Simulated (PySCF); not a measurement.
B3LYP has the VWN-RPA correlation part, as in Gaussian. Delta-SCF ions had no search for a lower state. Excitations are Tamm–Dancoff values on a coarser integration grid. The basis has no diffuse functions, so Rydberg states are missing or too high.

**H$_{6}$AlISi$_{2}$, SMILES `[SiH3][Al]([SiH3])[I]` (charge 0, multiplicity 1)**

These are B3LYP-D3(BJ)/def2-TZVP (PySCF) values and carry that method's errors.

```yaml
HOMO: -6.93 eV
dipole_moment: 1.11 D
HOMO–LUMO gap: 4.34 eV
LUMO: -2.59 eV
S1 excitation (TDA): 3.40 eV
S1 oscillator strength: 0.000
brightest of the four lowest singlets (TDA): 4.52 eV
T1 excitation (TDA): 2.99 eV
S1–T1 gap (TDA): 0.41 eV
vertical ionisation energy (Delta-SCF): 8.72 eV
total_energy: -1122.9864 Ha
cost: very roughly 2.5 core-minutes
```

```xyz
10

Si    -2.2302    -0.0377     0.0431
Al     0.1029     0.7209     0.1053
Si     2.1576    -0.6090    -0.0724
I      0.3973     3.1974     0.3135
H     -2.9003     0.4977    -1.1705
H     -2.9684     0.4603     1.2319
H     -2.3428    -1.5191     0.0141
H      2.0240    -1.9055     0.6423
H      2.4180    -0.9159    -1.5047
H      3.3361     0.1104     0.4693
```
Charge 0, spin multiplicity 1.
